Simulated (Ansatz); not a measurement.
Ansatz (an electronic-structure program) input:
A basis named .json is the Basis Set Exchange file of that set.

Ansatz 0.2 input:
```yaml
crystal:
  periodic: [false, false, false]
  atoms:
    - {symbol: Sn, position_ang: [-0.27398500, -0.29800870, -0.15150228]}
    - {symbol: Cl, position_ang: [0.10159693, 1.40645448, -1.74126180]}
    - {symbol: Cl, position_ang: [-1.11448683, 0.72172916, 1.80484208]}
    - {symbol: Cl, position_ang: [1.81872815, -1.25168748, 0.38201466]}
basis:
  gaussian:
    orbitals: def2-QZVPPD.json
    fitting: {mean_field: def2-universal-jkfit, correlation: def2-QZVPPD-RIFIT.json}
total_charge: -1
magnetization: {spin_polarized: false}
correlation: {method: mp2, electrons: outside_noble_gas}
```

Question: What final total energy does it print?

Answer: -1592.89465 Eh (RI-MP2/def2-QZVPPD). The basis has 325 functions.

This state (charge -1, singlet) is run at the relaxed geometry of the species with charge 0 and multiplicity 2.
